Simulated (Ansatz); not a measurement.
Program: Ansatz. Geometries: PBE0-D4/def2-TZVP. ΔE: electronic, gas phase. CCSD(T)/CBS adds triple-zeta CCSD(T) − MP2 to the extrapolated MP2 energy (def2 sets, frozen cores). Functionals use def2-TZVPP. B3LYP here is the variant with VWN-RPA as its local correlation; programs differ in this. For Ge outer-core shells are correlated without core-valence functions, which leaves a few kJ/mol of doubt a bond. Scalar relativity is left out up to krypton. One conformer a species, not always the lowest.

`[AlH2][CH2][SiH2][GeH3]` + `[NH2][GeH3]` → `[AlH2][GeH3]` + `NC[SiH2][GeH3]`  (redistribution)

`[AlH2][CH2][SiH2][GeH3]`:

```xyz
13

Al   -1.100   -1.279    0.512
C    -0.598   -0.585   -1.276
Si    1.000    0.328   -1.037
Ge    0.619    1.275    1.121
H    -2.595   -1.149    1.033
H    -0.068   -2.275    1.202
H    -1.372    0.099   -1.637
H    -0.488   -1.389   -2.012
H     1.337    1.395   -2.021
H     2.163   -0.591   -0.924
H    -0.074    2.647    1.161
H     1.699    1.216    2.210
H    -0.524    0.308    1.668
```

`[NH2][GeH3]`:

Cartesian coordinates in Å:
```
N -0.093 -0.338 -1.108
Ge 0.094 0.029 0.689
H -1.023 -0.161 -1.463
H 0.565 0.158 -1.693
H 1.536 -0.338 1.070
H -0.162 1.507 1.072
H -0.917 -0.856 1.433
```

`[AlH2][GeH3]`:

```xyz
7

Al    0.368    0.145   -1.381
Ge   -0.243   -0.115    1.006
H     0.059   -1.017   -2.418
H     1.048    1.485   -1.893
H     0.660    0.697    1.955
H    -1.684    0.384    1.247
H    -0.207   -1.579    1.484
```

`NC[SiH2][GeH3]`:

Z-matrix (Å, degrees):
```
C
Si 1 1.889
N 1 1.457 2 110.7
H 1 1.095 2 106.5 3 118.0
H 1 1.102 2 109.1 3 -127.7
Ge 2 2.382 1 110.6 3 58.3
H 2 1.490 1 109.4 3 177.7
H 2 1.487 1 110.5 3 -62.7
H 3 1.012 1 111.3 2 177.5
H 3 1.012 1 111.3 2 -63.2
H 6 1.538 2 111.7 1 -173.9
H 6 1.541 2 111.3 1 -53.6
H 6 1.540 2 110.8 1 65.7
```

(1) Is it downhill or uphill in electronic energy at CCSD(T)/CBS, and by how much? (Estimate.)

(2) What do these levels give: PBE0-D4, B3LYP-D4, ωB97M-V, r2SCAN, PBE0, HF/def2-TZVPP, CCSD/def2-TZVPP, HF/def2-QZVPP, MP2/def2-QZVPP, HF/CBS(def2), MP2/CBS(def2), CCSD/CBS(def2)? (Estimate.)

Largest T1 diagnostic among the species: 0.012.

## Answers

(1) The calculation gave: Uphill: ΔE = +85.5 kJ/mol.

(2) The calculation gave: PBE0-D4 78.1, B3LYP-D4 76.4, ωB97M-V 87.2, r2SCAN 85.8, PBE0 74.6, HF/def2-TZVPP 68.3, CCSD/def2-TZVPP 81.1, HF/def2-QZVPP 69.1, MP2/def2-QZVPP 97.1, HF/CBS(def2) 69.3, MP2/CBS(def2) 97.1, CCSD/CBS(def2) 81.8 kJ/mol.

The D4 term adds +7.1 kJ/mol with B3LYP and +3.5 kJ/mol with PBE0; it sums over pairs of atoms, weighted by their polarisabilities, and B3LYP, whose exchange is more repulsive, gets the larger term. From PBE to PBE0 (25 % exact exchange), in def2-TZVPP and without D4, ΔE moves by +3.1 kJ/mol.
